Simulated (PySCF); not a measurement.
**From computed data to an observable: oscillator strength and radiative lifetime**

C₃H₆FNSi, SMILES [SiH3]C1[C@@H](CN=1)F.

Geometry optimised at PBE-D3(BJ)/def2-SVP. The structure was generated by enumeration; whether it is a known compound was not checked.

TDA-PBE/def2-SVPD run with PySCF puts the first singlet state with f over 0.02 at 6.31 eV (vertical), with the transition dipole (-0.734, -0.193, -0.226) in atomic units.

Question: Find the oscillator strength, the wavelength and the radiative lifetime that this transition would have in vacuum if emission retraced absorption.

Answer: 
|μ|² = 0.6271 au, so |μ| = 2.01 D. ΔE = 6.31/27.211 = 0.2319 hartree. f = (2/3) ΔE |μ|² = 0.097 (the program prints 0.097).
λ = 1239.84/6.31 = 196 nm; ν = 50894 cm⁻¹.
Einstein's coefficient A = 0.6670 ν² f s⁻¹ (ν in cm⁻¹) = 1.7e8 s⁻¹, so τ = 1/A = 6.0 ns. This state is S6; the lower singlets have f = 0.003, 0.001, 0.008, 0.002, 0.013. The figure is the radiative limit of this one transition; relaxation, internal conversion, crossing to triplets and a medium change what is measured.
